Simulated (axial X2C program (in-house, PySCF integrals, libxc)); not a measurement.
Br₂: bond constants with and without spin–orbit coupling

All values were computed with an in-house all-electron X2C program for linear molecules (integrals from PySCF). Spin-free means the one-electron spin-free X2C Hamiltonian; two-component (2c) means X2C with spin–orbit coupling and atomic mean-field two-electron Coulomb and Gaunt terms, so the difference of the two also holds small scalar two-electron terms. Basis: Br dyall-cv3z [8s9p6d4f1g] (cores contracted in-house); Gaussian nuclei, density fitting, unrestricted open shells. Masses: Br 78.918 u.

State, spin-free: M_S = 0, Λ = 0 (closed shell); electrons by block: σα: 15, σβ: 15, π+α: 8, π+β: 8, π-α: 8, π-β: 8, δ+α: 2, δ+β: 2, δ-α: 2, δ-β: 2. Fragments: Br + Br.

State, 2c: Ω = 0 (closed shell); electrons by block: 1/2: 23, -1/2: 23, 3/2: 10, -3/2: 10, 5/2: 2, -5/2: 2. Fragments: Br + Br.

```tsv
Hamiltonian	level	Re (Å)	ωe (cm⁻¹)	ωexe (cm⁻¹)	De (eV)	k (mdyn/Å)
spin-free	PBE0	2.277	336.5	0.847	2.25	2.63
spin-free	HF	2.270	354.6	0.749	0.650	2.92
spin-free	MP2	2.279	338.2	0.877	2.14	2.66
spin-free	CCSD	2.295	326.8	0.928	1.88	2.48
spin-free	CCSD(T)	2.303	318.5	1.03	2.01	2.36
spin-free	r2SCAN	2.291	325.3	0.854	2.29	2.46
2c	PBE0	2.281	333.3	0.874	2.06	2.58
2c	HF	2.274	352.2	0.764	0.339	2.88
2c	MP2	2.283	335.7	0.896	1.87	2.62
2c	CCSD	2.298	324.1	0.951	1.60	2.44
2c	CCSD(T)	2.306	315.6	1.06	1.74	2.32
2c	r2SCAN	2.294	322.3	0.88	n/a	2.42
```

Correlated methods: 14 electrons correlated (number of frozen shells: Br 3 s, 2 p, 1 d), 226 virtual spin orbitals or spinors in MP2, 90 natural virtuals in coupled cluster.

The state is a single determinant with fixed occupations, the lowest that a limited PBE0 search found. Closed shells are restricted here (equal orbitals for both partners); the stretched side of such a curve lies too high. De is counted from the lowest determinant-based energies of the atoms at the same level, without counterpoise correction. De is not given where an atomic determinant may have missed its ground term or J level, or where the truncated virtual space spoils (T). CCSD and (T) use frozen natural virtuals with an MP2 correction for the truncation; (T) itself is uncorrected, so its De runs slightly low. The functionals have no current-density term, which raises determinants with orbital currents, atoms included.

Rough cost a point (2c) on 1 thread(s) of a shared host, integrals apart: PBE0 0.4 s, HF 0.3 s, CCSD(T) 5 s, r2SCAN 0.4 s.
